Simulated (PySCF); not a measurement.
Simulation results for BH$_{4}$Si, BH$_{6}$OSi$_{2}$

Computed with PySCF 2.14.0. Calculation on a computer-drawn molecule: the log of a Hartree-Fock and frozen-core CCSD(T) single point meant for a local Hartree-Fock minimum, with one planted fault or none, to be diagnosed. Offsets are logged minus clean, where the clean run is the same molecule without the fault. The reference is restricted for singlets and unrestricted otherwise, and also for a bond in bohr or an excited solution. Adding or removing an electron swaps singlet and doublet. The excited solution moves the top pair (singlet) or top alpha electron (doublet) to the lowest empty orbital. Highest occupied and lowest empty are orbital energies over both spins, largest force is the largest gradient component, triples share is (T) over the correlation energy, the T1 limit is 0.02 restricted and 0.045 unrestricted, electrons count all cores, a negative frequency is imaginary (commonest isotopes), and the dipole is about the centre of nuclear charge.

Common to all runs: meant basis cc-pV(D+d)Z; logged SCF converged yes; logged CC converged yes; logged SCF stable within its kind yes; possible faults no fault, one electron removed, one electron added, multiplicity raised by two, geometry at a saddle point, SCF held on an excited solution, minimal basis STO-3G, one bond length entered in bohr, all coordinates scaled.

(1) BH$_{4}$Si

Logged structure:
```xyz
6
BH4Si
B      0.4462     1.5611    -0.7666
Si    -0.5326     1.3831    -2.4426
H      1.0906     2.5478    -0.5507
H      0.4040     0.6841     0.0484
H     -0.5437     2.4050    -3.5076
H     -1.3536     0.2101    -2.8014
```

```
meant charge            : 0
meant multiplicity      : 2
logged electrons        : 22
logged basis functions  : 57
logged spin squared     : 0
logged highest occupied : -18.606 eV
logged lowest empty     : -7.0547 eV
logged largest force    : 0.042657 hartree/bohr
logged T1 diagnostic    : 0.008951
logged D1 diagnostic    : 0.017702
logged triples share    : 0.019002
logged dipole magnitude : 0.97375 debye
logged energy HF        : -315.59897 hartree
logged energy CCSD(T)   : -315.79767 hartree
planted fault           : withheld
```

Drawn bonds:
```tsv
atom	other atom	order
1	2	1
1	3	1
1	4	1
2	5	1
2	6	1
```

(2) BH$_{6}$OSi$_{2}$

Logged structure:
```xyz
10
BH6OSi2
B     -1.8282    -0.3345     1.4717
Si    -0.8703    -2.0555     1.9604
O      0.8042    -1.9536     1.4102
Si     2.2714    -1.9163     0.9469
H     -2.9785    -0.2234     1.7696
H     -1.2734     0.5569     0.9001
H     -0.7270    -2.2875     3.4059
H     -1.3711    -3.2527     1.2677
H      2.6154    -2.3992    -0.3839
H      3.2929    -1.3918     1.8435
```

```
meant charge            : 1
meant multiplicity      : 1
logged electrons        : 46
logged basis functions  : 104
logged spin squared     : 2.0352
logged highest occupied : -10.055 eV
logged lowest empty     : -9.12 eV
logged largest force    : 0.18692 hartree/bohr
logged T1 diagnostic    : 0.037426
logged D1 diagnostic    : 0.23022
logged triples share    : 0.027811
logged dipole magnitude : 9.3134 debye
logged energy HF        : -680.49984 hartree
logged energy CCSD(T)   : -681.00078 hartree
planted fault           : withheld
```

Drawn bonds:
```tsv
atom	other atom	order
1	2	1
2	3	1
3	4	1
1	5	1
1	6	1
2	7	1
2	8	1
4	9	1
4	10	1
```

**Q.** Which fault was planted in the run of BH$_{4}$Si (entry 1)?
**A.** one electron removed

**Q.** BH$_{6}$OSi$_{2}$ (entry 2): planted fault?
**A.** multiplicity raised by two

Further results for BH$_{4}$Si (entry 1):

```
HF energy offset from clean run      : 176.9 kcal/mol
CCSD(T) energy offset from clean run : 190.5 kcal/mol
```

Further results for BH$_{6}$OSi$_{2}$ (entry 2):

```
HF energy offset from clean run      : 116 kcal/mol
CCSD(T) energy offset from clean run : 117.6 kcal/mol
```
